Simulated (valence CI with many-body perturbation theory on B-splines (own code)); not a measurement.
Forbidden lines of Ga9+

Level of theory: valence CI with perturbative core correlation (CI+MBPT): four valence electrons over a frozen Dirac-Fock core [Ar], radial functions for each j: 9 s, 9 p, 10 d, 8 f, 5 g, 3 h, 1 i, with the one-electron correlation potential Σ1 (screened to all orders), the two-electron term Σ2, the three-electron term Σ3, Breit, model QED; selected single and double excitations, second order for the rest, scaled by the run's own slope (own B-spline code, finite nucleus).

No measured levels were compared; by estimate terms of the open shell hold to 2 to 4 % of their energy, and close levels can change places. Core correlation moves these levels by up to 4900 cm⁻¹, and in measured spectra 5 to 20 % of such shifts remained as error; rates that hang on mixing are uncertain with them. Only levels of the ground parity were solved; by the run's estimate the other parity begins above the list, which can be wrong where configurations are misplaced.

Lines 51 to 100 of 120 in falling wavelength, among levels below 208910 cm⁻¹, chosen from the decays that carry over 1 % of a level's rate. Wavelengths and rates use the calculated energies, so an error of 2000 cm⁻¹ moves a line at 287.9 nm by 5.8 % and its rate by three times that or more. Electric multipoles are in the length gauge, E1 and E2 with the static RPA response of the core. Weak lines are less certain than strong ones. Lines between different terms over intervals too small for the method are left out, as are lines whose strength nearly cancels. Branching is blank where the lifetime is uncertain.

Letters in brackets count levels of one name in rising energy.

| λ vac (nm) | Upper | Lower | Type | A (s⁻¹) | Branch % |
| --- | --- | --- | --- | --- | --- |
| 287.9 | 3d⁴ ³H_4 | 3d⁴ ⁵D_4 | M1 | 9.24e-01 | 83.5 |
| 278.8 | 3d⁴ ¹D_2 [a] | 3d⁴ ³P_1 [a] | M1 | 2.04e+00 | 6.6 |
| 276.4 | 3d⁴ ¹F_3 | 3d⁴ ³G_4 | M1 | 3.52e+00 |  |
| 275.7 | 3d⁴ ³H_5 | 3d⁴ ⁵D_4 | M1 | 7.90e-03 | 8.1 |
| 274.0 | 3d⁴ ³H_4 | 3d⁴ ⁵D_3 | M1 | 1.83e-01 | 16.5 |
| 269.9 | 3d⁴ ¹F_3 | 3d⁴ ³G_3 | M1 | 2.77e+00 |  |
| 266.9 | 3d⁴ ³P_0 [a] | 3d⁴ ⁵D_1 | M1 | 3.88e+01 | 100.0 |
| 254.8 | 3d⁴ ³P_2 [b] | 3d⁴ ³D_1 | M1 | 3.80e-01 | 1.3 |
| 252.7 | 3d⁴ ³F_3 [a] | 3d⁴ ⁵D_4 | M1 | 1.28e+00 | 8.0 |
| 251.3 | 3d⁴ ¹F_3 | 3d⁴ ³P_2 [a] | M1 | 1.80e-01 |  |
| 249.6 | 3d⁴ ³P_2 [b] | 3d⁴ ³D_2 | M1 | 3.96e+00 | 13.1 |
| 249.6 | 3d⁴ ³P_2 [b] | 3d⁴ ³D_2 | E2 | 3.56e-01 | 1.2 |
| 248.9 | 3d⁴ ³P_1 [a] | 3d⁴ ⁵D_2 | M1 | 2.89e+01 | 89.6 |
| 247.9 | 3d⁴ ³F_4 [a] | 3d⁴ ⁵D_4 | M1 | 1.72e+01 | 77.8 |
| 247.4 | 3d⁴ ³F_4 [b] | 3d⁴ ¹G_4 [a] | M1 | 1.32e+00 |  |
| 246.3 | 3d⁴ ³P_2 [b] | 3d⁴ ³D_3 | M1 | 2.31e+00 | 7.7 |
| 246.3 | 3d⁴ ³P_2 [b] | 3d⁴ ³D_3 | E2 | 7.55e-01 | 2.5 |
| 242.9 | 3d⁴ ³F_2 [b] | 3d⁴ ³D_1 | M1 | 4.74e+00 | 11.1 |
| 241.9 | 3d⁴ ³F_3 [a] | 3d⁴ ⁵D_3 | M1 | 1.03e+01 | 64.4 |
| 240.4 | 3d⁴ ³F_2 [a] | 3d⁴ ⁵D_3 | M1 | 9.50e-01 | 9.5 |
| 239.5 | 3d⁴ ¹F_3 | 3d⁴ ³F_4 [a] | M1 | 8.98e-01 |  |
| 238.2 | 3d⁴ ³F_2 [b] | 3d⁴ ³D_2 | M1 | 6.76e+00 | 15.9 |
| 238.0 | 3d⁴ ³P_1 [a] | 3d⁴ ⁵D_0 | M1 | 2.32e+00 | 7.2 |
| 238.0 | 3d⁴ ³F_4 [b] | 3d⁴ ³D_3 | M1 | 6.30e+00 |  |
| 237.5 | 3d⁴ ³F_4 [a] | 3d⁴ ⁵D_3 | M1 | 3.86e+00 | 17.5 |
| 235.1 | 3d⁴ ¹F_3 | 3d⁴ ³F_3 [a] | M1 | 1.08e+00 |  |
| 233.3 | 3d⁴ ³F_3 [a] | 3d⁴ ⁵D_2 | M1 | 4.15e+00 | 26.0 |
| 232.0 | 3d⁴ ³F_2 [a] | 3d⁴ ⁵D_2 | M1 | 5.75e+00 | 57.5 |
| 226.9 | 3d⁴ ³P_2 [a] | 3d⁴ ⁵D_3 | M1 | 1.72e+01 | 87.3 |
| 225.8 | 3d⁴ ³F_2 [a] | 3d⁴ ⁵D_1 | M1 | 3.29e+00 | 33.0 |
| 222.0 | 3d⁴ ³G_3 | 3d⁴ ⁵D_4 | M1 | 3.79e-01 | 5.6 |
| 217.8 | 3d⁴ ³G_4 | 3d⁴ ⁵D_4 | M1 | 2.30e+00 | 56.2 |
| 213.8 | 3d⁴ ³P_2 [a] | 3d⁴ ⁵D_1 | M1 | 2.61e-01 | 1.3 |
| 213.6 | 3d⁴ ³G_3 | 3d⁴ ⁵D_3 | M1 | 2.62e+00 | 38.6 |
| 212.8 | 3d⁴ ³G_5 | 3d⁴ ⁵D_4 | M1 | 8.04e-02 | 2.0 |
| 211.1 | 3d⁴ ¹F_3 | 3d⁴ ³H_4 | M1 | 6.03e-01 |  |
| 209.7 | 3d⁴ ³G_4 | 3d⁴ ⁵D_3 | M1 | 7.36e-01 | 18.0 |
| 206.9 | 3d⁴ ³G_3 | 3d⁴ ⁵D_2 | M1 | 1.14e+00 | 16.8 |
| 195.2 | 3d⁴ ³F_4 [b] | 3d⁴ ³G_5 | M1 | 4.24e+00 |  |
| 195.2 | 3d⁴ ³F_4 [b] | 3d⁴ ³G_5 | E2 | 1.39e+00 |  |
| 191.1 | 3d⁴ ³F_4 [b] | 3d⁴ ³G_4 | M1 | 2.29e+00 |  |
| 191.1 | 3d⁴ ³F_4 [b] | 3d⁴ ³G_4 | E2 | 8.90e-01 |  |
| 188.0 | 3d⁴ ³F_4 [b] | 3d⁴ ³G_3 | M1 | 1.40e+00 |  |
| 186.3 | 3d⁴ ³F_2 [b] | 3d⁴ ³G_3 | M1 | 9.98e+00 | 23.4 |
| 183.5 | 3d⁴ ³P_2 [b] | 3d⁴ ³P_2 [a] | E2 | 9.91e-01 | 3.3 |
| 177.9 | 3d⁴ ³D_3 | 3d⁴ ⁵D_4 | M1 | 9.77e+00 | 59.4 |
| 173.0 | 3d⁴ ¹G_4 [a] | 3d⁴ ⁵D_4 | M1 | 4.53e-01 | 1.8 |
| 172.7 | 3d⁴ ³F_4 [b] | 3d⁴ ³F_4 [a] | M1 | 2.25e+00 |  |
| 172.7 | 3d⁴ ³F_4 [b] | 3d⁴ ³F_4 [a] | E2 | 1.07e+00 |  |
| 172.5 | 3d⁴ ³D_3 | 3d⁴ ⁵D_3 | M1 | 2.23e+00 | 13.6 |
